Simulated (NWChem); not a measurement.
# C₃H₅NS; SMILES C[C@@H]1N=CS1

```xyz
10

C     -0.4360    -1.8575     0.2966
C      0.0320    -0.6508    -0.4678
N      1.3458    -0.1547    -0.0965
C      0.9462     1.0116     0.2442
S     -0.7935     0.9814    -0.0127
H     -0.3962    -1.6731     1.3796
H      0.2258    -2.7066     0.0628
H     -1.4644    -2.1299     0.0180
H     -0.0462    -0.7858    -1.5590
H      1.5582     1.8471     0.6081
```
Atoms are numbered in this order, from 1.

Results from NWChem. Structure relaxed at the PBE0/def2-SVP level. Level: PBE0/def2-SVP with COSMO at NWChem's default radii, gas-phase geometry; the question gives the dielectric constant.

Problem. What does the run give for dielectric constant 3.9? Quantities: electrostatic solvation energy (kcal/mol); dipole in solution (D).

Solution. 
```json
{
  "electrostatic solvation energy (kcal/mol)": "-3.6",
  "dipole in solution (D)": "1.11"
}
```
